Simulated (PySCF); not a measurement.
# Hartree-Fock beside MP2: BClH2O

All numbers below are calculated, not measured. The program is PySCF 2.14.0, an open-source quantum chemistry code, run on an isolated molecule that a program drew, which may never have been made. The molecule is BClH2O (charge 0, singlet), drawn as the SMILES string `OBCl`.

The geometry was optimised and harmonic frequencies were computed with HF and MP2, all in the cc-pV(D+d)Z basis, for the commonest isotopes, with a restricted reference for singlets and an unrestricted one otherwise, and a frozen core in MP2. Each result is a local minimum of its method.

Geometry at the HF minimum:
```xyz
5
BClH2O, angstrom
O    -0.7592   -1.0997   -2.0777
B    -0.9709   -1.9309   -1.0533
Cl   -1.7720   -3.4727   -1.3849
H    -0.3276   -0.2950   -1.8312
H    -0.6474   -1.6851    0.0692
```

Lengths of the bonds as drawn, in Å (atoms numbered as above):
```
  bond     HF    MP2
 O1-B2  1.336  1.356
B2-Cl3  1.769  1.760
 O1-H4  0.946  0.968
 B2-H5  1.194  1.203
```

Rotational constants, in GHz:
```
constant,HF,MP2
A,60.85,59.5
B,5.571,5.566
C,5.104,5.09
```

Harmonic frequencies in cm^-1, each column in rising order, so a row needn't be the same motion in every method:
```
rank    HF   MP2
   1   413   400
   2   591     ?
   3   786   788
   4   962   914
   5  1081  1035
   6  1259  1190
   7  1421  1374
   8  2768  2699
   9  4162  3865
```

**Estimate the missing MP2 frequency from the HF column.**

A single factor s that minimises the squared misfit of MP2 against s times HF over the other rows is sum(HF x MP2) / sum(HF^2) = 0.9466, with an rms misfit of 43 cm^-1. For rank 2 it gives 0.9466 x 591 = 559 cm^-1. The calculation gives 595 cm^-1, 36 cm^-1 above the estimate. The drawn bonds are on average 1.0 % longer in MP2 than in HF.
